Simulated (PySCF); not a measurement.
A run for PySCF: R-B3LYP/6-31G* on C2H7ClO (a complex), monomers drawn apart or pushed together.

```python
from pyscf import gto, scf, dft, mp
from pyscf.data.elements import chemcore

mol = gto.M(
    atom='''
    Cl    0.79746474    0.13762969   -0.34274770
    H     0.13752895   -0.23834519    0.73026546
    C     0.68873302    0.97796968    3.80180906
    C     0.37113554   -0.48596995    3.56811333
    O    -0.61506336   -0.67971840    2.53940110
    H     1.46247967    1.07917359    4.56559575
    H    -0.19390595    1.52088986    4.15083867
    H     1.04467035    1.44757638    2.88437056
    H     1.25081923   -1.02358970    3.21535405
    H     0.02978037   -0.96875548    4.48868899
    H    -1.40506543   -0.17228325    2.75976529
    ''',
    basis='6-31g*',
    cart=True,
    charge=0, spin=0, verbose=3, max_memory=1800)
mf = dft.RKS(mol, xc='b3lyp')
mf.conv_tol = 1e-8
mf.max_cycle = 100
mf.kernel()
if not mf.converged:
    mf = mf.newton().run(mf.mo_coeff, mf.mo_occ)
```

### Question
Predict the final total energy.

### Answer
-615.8425 hartree.
